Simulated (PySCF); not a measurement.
## Atomic charges by several schemes

Compound: C₈H₁₅FO.
Cartesian coordinates in Å at the GFN2-xTB level; atoms count from 1:
```xyz
25
C8H15FO angstrom
C     -2.5821   -0.8065    0.5778
C     -1.3666    0.0993    0.3754
C     -1.6740    1.1459   -0.6915
C     -0.1602   -0.7720    0.0063
C      1.1907   -0.0488   -0.1560
C      2.2896   -1.1114   -0.3614
C      1.5427    0.8229    1.0496
C      1.2386    0.7921   -1.4000
O      1.6756    1.8767   -1.5658
F      0.7696    0.1062   -2.4892
H     -2.8293   -1.3225   -0.3475
H     -3.4456   -0.2205    0.8830
H     -2.3870   -1.5520    1.3458
H     -1.1636    0.6091    1.3222
H     -0.8699    1.8722   -0.7802
H     -1.8222    0.6726   -1.6598
H     -2.5820    1.6870   -0.4343
H     -0.3862   -1.3017   -0.9220
H     -0.0307   -1.5243    0.7884
H      2.3783   -1.7203    0.5351
H      3.2505   -0.6376   -0.5531
H      2.0468   -1.7588   -1.2011
H      0.8716    1.6733    1.1275
H      2.5554    1.2059    0.9496
H      1.4789    0.2373    1.9630
```

Density: PBE0/pcSseg-1 (PySCF); schemes: Mulliken, IAO, Hirshfeld and ESP-fitted. One conformer (not necessarily the lowest) at the GFN2-xTB geometry, without solvent, vibrations or thermal averaging.

Atoms with like bonding are taken together and averaged. Do the Mulliken, IAO, Hirshfeld and ESP-fitted schemes agree on where the charge is highest?

All schemes agree: Mulliken C8 (+0.662); IAO C8 (+0.606); Hirshfeld C8 (+0.247); ESP-fitted C8 (+0.644).

At which atom do the 4 schemes differ most?

At C5: from -0.707 (Mulliken) to +0.442 e (ESP-fitted), 1.149 e apart.

Give the atomic charges in each scheme.

In e; atoms taken as equivalent share a row and are averaged (×n: the atom named and its like, n in all):

```
    atom                    environment  Mulliken     IAO  Hirshfeld  ESP-fitted
   C1/C3                  methyl carbon    -0.215  -0.419     -0.120      -0.591
      C2                  sp3 CH carbon    -0.396  -0.091     -0.019      +0.537
      C4               chain CH2 carbon    -0.043  -0.254     -0.070      -0.579
      C5  sp3 carbon next to a carbonyl    -0.707  -0.011     +0.017      +0.442
   C6/C7                  methyl carbon    -0.131  -0.412     -0.116      -0.553
      C8             acyl halide carbon    +0.662  +0.606     +0.247      +0.644
      O9                carbonyl oxygen    -0.340  -0.388     -0.217      -0.470
     F10                  acyl fluorine    -0.288  -0.302     -0.083      -0.273
H11 (×6)                methyl hydrogen    +0.116  +0.138     +0.038      +0.144
     H14               methine hydrogen    +0.120  +0.124     +0.034      -0.031
 H18/H19             methylene hydrogen    +0.119  +0.134     +0.035      +0.144
H20 (×6)                methyl hydrogen    +0.125  +0.147     +0.044      +0.144
```

Mean size of the charges over all atoms: ESP-fitted 0.291 e, IAO 0.217 e, Mulliken 0.197 e, Hirshfeld 0.069 e. Each set sums to the total charge, 0, to within 0.001 e. The ESP scheme is a least-squares fit of atom-centred charges to the potential on four shells outside the van der Waals surface, with the total charge fixed.

Some averages cover members that differ in this geometry: C1/C3, Mulliken -0.233 to -0.197; H11 (×6), Mulliken +0.105 to +0.137 e.

Sum the charges by element, for elements with more than one atom.

```csv
element,atoms,Mulliken,IAO,Hirshfeld,ESP-fitted
C,8,-1.176,-1.414,-0.297,-1.242
H,15,+1.804,+2.104,+0.597,+1.985
```

How closely do the schemes follow one another over all atoms?

Correlation coefficient and root-mean-square difference: IAO with Hirshfeld 0.97, 0.174 e; IAO with ESP-fitted 0.87, 0.183 e; Hirshfeld with ESP-fitted 0.85, 0.282 e; Mulliken with IAO 0.74, 0.187 e; Mulliken with Hirshfeld 0.72, 0.202 e; Mulliken with ESP-fitted 0.35, 0.356 e.

These values come from a run that also computed NMR shieldings. The run took about 2.6 min of CPU time (one thread, shared machine).
